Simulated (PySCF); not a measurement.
## Correlation energy of W²⁺ (tungsten, charge +2)

[Xe] 4f14 5d3 6s1, high-spin 5F determinant (an excited configuration). Calculation: PySCF 2.14, in aug-cc-pwCVTZ-PP with ECP60MDF (8s8p7d4f3g, 122 functions); a scalar-relativistic core potential. Frozen: 5s2 5p6; 4 electrons correlated.

MP2 pair energies summed by pair of shells (mhartree):

| pair | energy | share (%) |
| --- | --- | --- |
| 5d-5d | -14.81 | 51.0 |
| 5d-6s | -14.22 | 49.0 |

Total MP2 correlation energy: -29.03 mhartree.

Same-spin part -29.03 and opposite-spin part 0.00 mhartree; SCS-MP2 scales them by 1/3 and 6/5 to -9.68 mhartree.
